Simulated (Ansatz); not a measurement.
`B1O[SiH2]S1`, charge 0, multiplicity 1.

Give a relaxed structure at PBE0-D4/def2-TZVP (the Gaussian-basis code of Ansatz). (An estimate is asked.)

Ansatz gave: 
```xyz
7

B    -1.000   -0.537    0.601
O    -0.192   -1.014   -0.400
Si    0.751    0.374   -0.468
S    -0.469    1.164    1.084
H    -1.907   -1.141    1.080
H     0.654    1.049   -1.782
H     2.163    0.105   -0.115
```
Point group Cs.
